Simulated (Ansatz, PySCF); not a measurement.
Potential energy curve for BrLi, singlet.

Levels of theory: UKS-B3LYP/6-31G* = unrestricted B3LYP/6-31G*, spherical d in PySCF; UKS-PBE = Ansatz (a program for electronic structure) with unrestricted PBE/cc-pVDZ; RHF/cc-pVDZ (Ansatz); RMP2/3-21G = restricted MP2 (frozen core)/3-21G (PySCF); RCCSDT(Q) = CCSDT(Q) on RHF/cc-pVDZ, cores with 3d frozen (Ansatz).

Energies are in mEh, each relative to the lowest point of its own curve between 1.80 and 2.78 Å, where full CI is lowest.

| R / Å | UKS-B3LYP/6-31G* | UKS-PBE | RHF | RMP2/3-21G | RCCSDT(Q) |
|---|---|---|---|---|---|
| 1.80 | 36.1 | 38.6 | 42.9 | 48.8 | 43.4 |
| 1.95 | 11.3 | 12.6 | 14.7 | 17.4 | 15.2 |
| 2.08 | 2.1 | 2.7 | 3.5 | 4.6 | 3.8 |
| 2.17 | 0.0 | 0.2 | 0.5 | 0.8 | 0.6 |
| 2.24 | 0.1 | 0.0 | 0.0 | 0.0 | 0.0 |
| 2.38 | 3.3 | 2.9 | 2.6 | 2.3 | 2.3 |
| 2.42 | 4.8 | 4.4 | 4.0 | 3.7 | 3.7 |
| 2.50 | 8.3 | 7.8 | 7.3 | 7.2 | 7.0 |
| 2.59 | 12.8 | 12.3 | 11.8 | 11.9 | 11.4 |
| 2.69 | 18.4 | 17.9 | 17.5 | 17.9 | 17.1 |
| 2.78 | 23.6 | 23.2 | 22.9 | 23.6 | 22.5 |
| 2.94 | 33.2 | 32.9 | 32.9 | 34.3 | 32.7 |
| 3.13 | 44.4 | 44.3 | 44.9 | 47.2 | 45.0 |
| 3.34 | 56.2 | 56.3 | 57.5 | 60.9 | 58.1 |
| 3.62 | 70.4 | 70.7 | 73.2 | 77.8 | 74.4 |
| 4.00 | 86.8 | 87.1 | 91.7 | 97.6 | 93.8 |
| 4.40 | 100.3 | 99.6 | 108.1 | 114.5 | 110.8 |
| 4.93 | 111.5 | 110.0 | 125.6 | 132.1 | 128.2 |
| 5.47 | 118.5 | 116.3 | 139.4 | 145.9 | 139.5 |
| 6.19 | 124.1 | 121.1 | 153.5 | 158.6 | — |
| 7.26 | 128.7 | 125.0 | 168.2 | 167.1 | — |
| 8.51 | 131.5 | 127.3 | 179.2 | 167.2 | — |

At the longest distance, 8.51 Å, RHF lies highest above its minimum (179.2 mEh) and UKS-PBE lowest (127.3 mEh).

A dash means that the run gave no value there, or that the column was ended at a point which the program doubted or which failed a test of continuity chosen for this set; such a test can also cut sound points.

The unrestricted determinant behind UKS-B3LYP/6-31G*, UKS-PBE is spin-contaminated at 4.40 to 8.51 Å (<S²> up to 0.6, against 0.00 for a pure singlet). The restricted form behind RHF, RMP2/3-21G keeps the bonding electrons paired and can't separate into open-shell fragments. The T1 diagnostic of CCSD on the restricted reference of RCCSDT(Q) exceeds 0.045 at 4.93 to 8.51 Å.
